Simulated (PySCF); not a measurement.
BrH3, singlet: data card

These are results of PBE0/[Br def2-TZVP, H def2-TZVP], no relativity, density fitting, PySCF, not measurements.

The structure is a minimum.

```xyz
4
charge 0 multiplicity 1, angstrom
Br    0.0000    0.0000   -0.0221
H     0.0000    0.0000    1.4012
H     1.6936    0.0000    0.1659
H    -1.6936    0.0000    0.1659
```

```
Point group                                                                   : C2v
Bond lengths                                                                  : Br–H 1.423 Å, Br–H 1.704 Å (×2)
Bond angles                                                                   : H–Br–H 83.7° (×2), H–Br–H 167.3°
Principal quadrupole moments (Buckingham, traceless) about the centre of mass : -7.49, 0.72, 6.77 D Å
Entropy at 298.15 K and 1 bar                                                 : 226.7 J/(mol K)
Lowest empty level                                                            : -0.90 eV
Rotational constants                                                          : 8.133, 2.916, 2.146 cm⁻¹
Atomisation energy without zero-point energy                                  : 427 kJ/mol
Principal polarisabilities                                                    : 16.9, 21.6, 72.1 bohr³
Rotational symmetry number                                                    : 2
Heat capacity Cp at 298.15 K                                                  : 38.4 J/(mol K)
Dipole moment                                                                 : 0.73 D
Highest occupied level                                                        : -5.82 eV
Enthalpy at 298.15 K above 0 K                                                : 10.22 kJ/mol
Zero-point energy                                                             : 51.1 kJ/mol
```

Harmonic modes (masses in u: Br 78.918, H 1.008):
```csv
symmetry,ω (cm⁻¹),IR (km/mol),μ (u),type
b1,934,31.2,1.03,bend
a1,1046,52.5,1.03,bend
b2,1170,977,1.03,mixed
b2,1267,1755,1.02,stretch
a1,1548,0.6,1.01,stretch
a1,2585,25.9,1.02,stretch
```

In C2v the vibrations span b1 + 3a1 + 2b2. Here b1 is antisymmetric to the molecular plane and b2 lies in it.

Charges (e):
```tsv
atom	Mulliken	Löwdin	polar tensor	Mayer order to Br1
Br1	0.04	0.21	0.87	–
H2	0.27	0.09	0.08	0.88
H3,4	-0.15	-0.15	-0.48	0.65
```
Other Mayer orders above 0.3: H–H 0.30.

Mulliken populations on Br1: s 7.92, p 16.73, d 10.29, f 0.01.

Counting electrons, bromine keeps 4 of its valence electrons outside its bonds, so the VSEPR class is AX3E2 and the expected shape is T-shaped (C2v), as computed.

The final relaxation and frequency run took roughly 29 core-seconds on a shared host.
